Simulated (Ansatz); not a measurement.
Isolated molecules relaxed with PBE0-D4/def2-TZVP in Ansatz; ΔE leaves out vibrations. CCSD(T)/CBS is the MP2 limit (def2-TZVPP, def2-QZVPP) plus CCSD(T) − MP2 in def2-TZVPP, frozen cores. Functionals use def2-TZVPP. For Ge outer-core shells are correlated without core-valence functions, which leaves a few kJ/mol of doubt a bond. Scalar relativity is left out up to krypton. One conformer a species, not always the lowest.

Reaction (ligand exchange at the Si–C bond): `[F][GeH2][CH2][SiH3]` + `C=C(O)Cl` → `C=C(Cl)O[SiH3]` + `[CH3][GeH2][F]`

Is it downhill or uphill in electronic energy at CCSD(T)/CBS, and by how much? (Estimate.)

Ansatz gave: Downhill: ΔE = -0.89 eV.

What do these levels give: PBE0-D4, ωB97M-V, PBE, PBE0, MP2/def2-TZVPP, HF/CBS(def2)? (An estimate is asked.)

Computed: PBE0-D4 -0.81, ωB97M-V -0.88, PBE -0.80, PBE0 -0.81, MP2/def2-TZVPP -0.91, HF/CBS(def2) -1.05 eV.

Largest T1 diagnostic among the species: 0.012.

In def2-TZVPP, CCSD(T) changes the Hartree–Fock value by +0.14 eV (the triples alone add +0.01 eV) and MP2 by +0.12 eV.
